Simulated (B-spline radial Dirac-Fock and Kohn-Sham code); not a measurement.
Width and fluorescence yield of the L3 (2p3/2) hole, Ag to Dy

Method: independent-particle radiative and Coulomb Auger rates from relativistic LDA hole-state orbitals, with Dirac-Fock energies. Computed with an atomic code on a B-spline grid. Free neutral atoms. Recommended widths: Campbell and Papp (2001); yields: xraylib tables.

```
 Z  element  Γ (eV)  recommended Γ       ω  Coster-Kronig yield  tabulated ω
47       Ag    2.16           2.15  0.0569                0.000       0.0520
48       Cd    2.25           2.24  0.0615                0.000       0.0560
49       In    2.35           2.34  0.0662                0.000       0.0600
50       Sn       ?              ?       ?                    ?            ?
51       Sb    2.54           2.53  0.0762                0.000       0.0810
52       Te    2.63           2.62  0.0816                0.000       0.0740
53        I    2.73           2.72  0.0871                0.000       0.0790
54       Xe    2.83           2.82  0.0929                0.000       0.0850
55       Cs    2.93           2.92  0.0989                0.000       0.0910
56       Ba    3.02           3.02   0.105                0.000       0.0970
57       La    3.13           3.12   0.112                0.000        0.104
58       Ce    3.21           3.19   0.119                0.000        0.111
59       Pr    3.28           3.27   0.126                0.000        0.118
60       Nd    3.36           3.36   0.134                0.000        0.125
61       Pm    3.45           3.44   0.142                0.000        0.132
62       Sm    3.54           3.53   0.150                0.000        0.139
63       Eu    3.63           3.62   0.158                0.000        0.147
64       Gd    3.73           3.72   0.166                0.000        0.155
65       Tb    3.81           3.80   0.175                0.000        0.164
66       Dy    3.91           3.90   0.184                0.000        0.174
```

Question: What does the model give for Sn?

Answer: Γ = 2.44 eV, ω = 0.0711, Coster-Kronig yield 0.000; the recommended width is 2.43 eV; the tabulated yield is 0.0670.
